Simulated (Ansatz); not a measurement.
Gas-phase electronic energies from Ansatz, PBE0-D4/def2-TZVP geometries. CBS: MP2 limit from def2 TZ/QZ plus the TZ coupled-cluster correction, frozen cores. This one scheme is used for every species. Functionals use def2-TZVPP. One conformer a species, not always the lowest.

`NC[SiH2]BF` + H₂ → `FB[SiH3]` + CH₃NH₂  (hydrogenolysis of the Si–C bond)

`NC[SiH2]BF`:

Cartesian coordinates in Å:
```
N 0.315 -1.592 1.441
C 0.624 -0.782 0.270
Si -0.562 0.677 0.121
B -0.272 1.787 -1.560
F 0.657 1.446 -2.441
H -0.626 -1.962 1.388
H 0.941 -2.384 1.515
H 1.630 -0.364 0.385
H 0.632 -1.331 -0.686
H -1.967 0.164 0.085
H -0.461 1.570 1.310
H -0.909 2.773 -1.829
```

H₂:

Z-matrix (Å, degrees):
```
H
H 1 0.746
```

`FB[SiH3]`:

Z-matrix (Å, degrees):
```
Si
B 1 2.035
H 1 1.487 2 113.6
H 1 1.490 2 109.0 3 -121.9
H 1 1.491 2 108.5 3 121.3
F 2 1.321 1 121.0 3 -4.0
H 2 1.203 1 122.9 3 176.3
```

CH₃NH₂:

Z-matrix (Å, degrees):
```
C
N 1 1.453
H 1 1.092 2 109.4
H 1 1.100 2 115.4 3 -121.6
H 1 1.092 2 109.4 3 116.8
H 2 1.012 1 110.6 3 62.6
H 2 1.012 1 110.6 3 -179.3
```

Problem. Is it downhill or uphill in electronic energy at CCSD(T)/CBS, and by how much? (An estimate is asked.)

Solution. The calculation gave: Downhill: ΔE = -34.9 kJ/mol.

Problem. What do these levels give: ωB97M-V, B2PLYP, CCSD/def2-TZVPP, MP2/def2-QZVPP, SCS-MP2/def2-QZVPP, HF/CBS(def2)? (Best estimate.)

Solution. Ansatz gave: ωB97M-V -34.5, B2PLYP -42.3, CCSD/def2-TZVPP -42.5, MP2/def2-QZVPP -30.5, SCS-MP2/def2-QZVPP -37.2, HF/CBS(def2) -62.8 kJ/mol.

Largest T1 diagnostic among the species: 0.014.

The D4 term adds +10.6 kJ/mol with B3LYP and +5.9 kJ/mol with PBE0; it sums over pairs of atoms, weighted by their polarisabilities, and B3LYP, whose exchange is more repulsive, gets the larger term. In def2-TZVPP, CCSD(T) changes the Hartree–Fock value by +25.2 kJ/mol (the triples alone add +4.8 kJ/mol) and MP2 by +30.7 kJ/mol.

B3LYP here is the variant with VWN-RPA as its local correlation; programs differ in this.
